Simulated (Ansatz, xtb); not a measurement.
# Relative energy of two structures of CH5InO

Structure I: a singlet given by its coordinates. Structure II: `[CH3][InH][OH]`, a singlet. Both are gas-phase species (loosely bound parts included), relaxed with r2SCAN-D4/def2-SVP; the shapes shown needn't be the lowest conformers.

I (Å):

```xyz
8

C    -0.4122    0.5377    0.7994
In   -0.8103   -1.6567    0.2900
O     0.3386   -0.7552   -1.8012
H    -0.8397    0.8440    1.7703
H    -0.8383    1.2167    0.0347
H     0.6756    0.7452    0.8569
H     1.0727   -1.1961   -2.2497
H     0.6915    0.0890   -1.4824
```

Close contacts (Å): C1–In2 2.29, In2–O3 2.55, C1–H4 1.10, C1–H5 1.11, C1–H6 1.11, O3–H7 0.97, O3–H8 0.97.

II (Å):

```xyz
8

C    -0.3705   -0.1691    1.7291
In    0.1733   -0.9574   -0.2092
O     0.7482   -2.8891   -0.2617
H    -0.2702   -0.9401    2.5065
H     0.2798    0.6827    1.9806
H    -1.4114    0.1881    1.7077
H     0.2371   -0.3029   -1.7961
H     0.7302   -3.3083    0.6094
```

**Question.** Estimate which is lower in electronic energy at CCSD(T)/def2-TZVP, and by roughly how much.

**Answer.** Too close to call at this level: CCSD(T)/def2-TZVP gives E(II) − E(I) = −4.82 kJ/mol.

The same difference at several levels:

```tsv
level	geometry	E(II) − E(I) (kJ/mol)	departure from the last row (kJ/mol)	job, with rough time for the two
GFN2-xTB	GFN2-xTB	+55.90	+60.71	optimisation, 0.16 s
HF/STO-3G	GFN2-xTB	−240.07	−235.26	single point, 0.78 s
r2SCAN-D4/def2-SVP//GFN2-xTB	GFN2-xTB	+5.61	+10.43	single point, 3.4 s
r2SCAN-D4/def2-SVP	r2SCAN-D4/def2-SVP	+9.07	+13.88	optimisation, 1.9 min
HF/def2-TZVP	r2SCAN-D4/def2-SVP	−2.30	+2.52	part of the CCSD(T) run
MP2/def2-TZVP	r2SCAN-D4/def2-SVP	−2.47	+2.35	part of the CCSD(T) run
CCSD(T)/def2-TZVP	r2SCAN-D4/def2-SVP	−4.82		single point, 82 s
```

GFN2-xTB, r2SCAN-D4/def2-SVP//GFN2-xTB, r2SCAN-D4/def2-SVP put the two in the other order. The largest departure from CCSD(T)/def2-TZVP is that of HF/STO-3G, 235.26 kJ/mol.

With harmonic frequencies from r2SCAN-D4/def2-SVP (ideal gas, rigid rotor, one conformer each, 298.15 K, 1 atm): on the last row, ΔE + ΔZPE = −12.67 kJ/mol. A mode under 50 cm⁻¹ makes harmonic enthalpies and free energies unreliable, so none is given.

The correlated steps freeze 6 core orbitals; the filled d shell of In is correlated, in a basis made for valence electrons. Atoms past krypton carry core potentials in the def2 sets, other sets are all-electron and non-relativistic, and no spin–orbit term is included. Programs: Ansatz 0.2.0, xtb 6.7.1; the last row on 1 thread of Arm Neoverse V2 on a shared host.
